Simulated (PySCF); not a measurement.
GaH₄NO, SMILES [GaH]([NH2])[OH].

Coordinates come from a ωB97X-D3(BJ)/def2-TZVP optimisation. Other conformers were not sampled.

Method: B3LYP/def2-TZVPD (PySCF).

The molecule is in vacuum.

total energy: -2057.39846 hartree
point group: Cs
highest occupied level: -7.24 eV
lowest empty level: -0.69 eV
orbital gap: 6.55 eV
dipole moment: 2.24 D
quadrupole, principal values (traceless, Buckingham form, about the centre of nuclear charge): -3.90, -1.02, 4.92 D·Å
mean static polarisability: 43.5 bohr³ (6.44 Å³)
polarisability, principal values: 36.4, 44.5, 49.5 bohr³
